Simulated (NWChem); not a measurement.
Species: CH$_{7}$As$_{2}$Ga; SMILES [CH3][Ga]([AsH2])[AsH2]

```xyz
11

Ga    -0.6200     0.0139    -0.0113
As     0.6086     2.1120     0.0500
H      1.6443     1.5668     1.0254
H     -0.2749     2.6704     1.1609
As     0.6180    -2.0802    -0.0141
H      1.7114    -1.5219    -0.9163
H     -0.1902    -2.6291    -1.1854
C     -2.5939     0.0032    -0.0221
H     -2.9905    -0.8155    -0.6410
H     -3.0070     0.9585    -0.3779
H     -2.9508    -0.1549     1.0097
```
Atoms are numbered in this order, from 1.

Level: PBE0/def2-SVP (NWChem), optimised geometry, unscaled harmonic frequencies. 

List the harmonic frequencies with IR intensities, and the thermochemistry.


```tsv
frequency (cm⁻¹)	IR intensity (km/mol)
14	0.0
60	2.5
92	3.3
110	1.6
112	0.9
127	2.2
212	2.4
282	21.3
474	0.8
510	16.5
547	0.9
565	32.0
600	2.4
674	13.3
741	70.3
990	41.3
991	4.8
1209	6.5
1419	0.5
1426	5.8
2212	1.8
2213	128.5
2229	33.2
2231	113.5
3054	3.0
3155	3.0
3178	1.6
```

```
Item                                                                                 Value
-----------------------------------------------------------------------  -----------------
zero-point energy                                                            42.0 kcal/mol
thermal correction to the enthalpy at 298.15 K (with zero-point energy)      48.7 kcal/mol
heat capacity Cv                                                          29.8 cal/(mol K)
entropy at 298.15 K and 1 atm (symmetry number 1)                        104.6 cal/(mol K)
dipole moment                                                                       1.18 D
```

Rigid rotor and harmonic oscillator; modes under 100 cm⁻¹ make the entropy uncertain.
